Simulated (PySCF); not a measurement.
# `InChI=1S/H7O2PSi3/c4-1-6-2-5-3-6/h3,6H,5H2,4H3/t6-/m0/s1`

Cartesian coordinates in Å; atom numbers follow the order of the lines, from 1:
```xyz
13

Si    2.515    0.507   -0.309
O     1.388   -0.443    0.392
Si   -0.167   -0.819    0.513
O    -1.067    0.538    0.782
Si   -2.141    0.636   -0.469
P    -1.201   -1.171   -1.463
H     3.731    0.050    0.357
H     2.506    0.239   -1.746
H     2.199    1.906   -0.028
H    -0.307   -1.692    1.660
H    -1.889    1.890   -1.162
H    -3.465    0.465    0.112
H    -2.107   -2.105   -0.990
```

Computed with TDDFT PBE0/def2-SVPD circular dichroism and optical rotation, one conformer, gas phase in PySCF 2.14.0. Geometry: GFN2-xTB.

The molecule is flexible and this is one conformer; a measurement averages over conformers. States above about 7.3 eV lie in this functional's continuum (it starts at minus the energy of the highest occupied orbital, well below the true ionisation energy for most functionals) and depend on the basis. Singlets 13 and 14 lie within 0.01 eV of each other, so their separate moments and overlaps can depend on how they mix.

Question: Draw the ECD and absorption spectra from the lowest 16 states, each a Gaussian of half-width 0.2 eV at 1/e height.

Answer: 
```tsv
E (eV)	λ (nm)	Δε (L mol⁻¹ cm⁻¹)	ε (L mol⁻¹ cm⁻¹)
4.60	270	+0.01	1.58
4.70	264	+0.08	15
4.80	258	+0.47	86
4.90	253	+1.65	300
5.00	248	+3.50	636
5.10	243	+4.50	816
5.20	239	+3.50	636
5.30	234	+1.65	300
5.40	230	+0.47	86.3
5.50	226	+0.01	17.7
5.60	222	-0.46	23.9
5.70	218	-2.05	130
5.80	214	-6.20	530
5.90	210	-13.39	1470
6.00	207	-20.65	2670
6.10	203	-23.79	3390
6.20	200	-27.75	4180
6.30	197	-44.56	6830
6.40	194	-67.64	10300
6.50	191	-72.19	10700
6.60	188	-55.19	8020
6.70	185	-37.45	6220
6.80	182	-28.51	7000
6.90	180	-22.18	7660
7.00	177	-13.30	5850
7.10	175	-2.03	3350
7.20	172	+15.06	3230
7.30	170	+43.02	6230
7.40	168	+65.81	10200
7.50	165	+50.29	11700
```
Δε uses R in velocity form, ε uses f in length form. Only the states computed contribute, so the short-wavelength end is incomplete.
